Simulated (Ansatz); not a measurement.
A structure relaxed at r2SCAN-D4/def2-SVP in Ansatz, charge 1, singlet:

```xyz
7

Sb   -1.609    1.508    0.531
Ag    0.448    0.824    2.153
Ag    0.852    2.152   -0.398
Ag    1.591   -0.645   -0.085
Ag   -1.008   -1.221    0.758
Ag    0.356   -2.645   -1.320
Ag   -0.630    0.027   -1.639
```

Q: Give its formula and point group.

A: the cluster Ag₆Sb⁺. Point group Cs (tolerance 0.1 Å).

Q: Summarise the bond lengths by kind (pairs closer than 1.2 times the sum of covalent radii, bridged metal pairs left out).

A: 7 × Ag–Ag 2.65 to 2.91 Å; 4 × Ag–Sb 2.71 to 2.80 Å.

In the def2 sets Ag, Sb take a core potential; there is no spin–orbit coupling. The restricted singlet is unstable towards broken spin symmetry in Hartree–Fock (as tested in another run); at r2SCAN-D4/def2-SVP this wasn't settled. The structure comes from a short search, and lower isomers may exist.
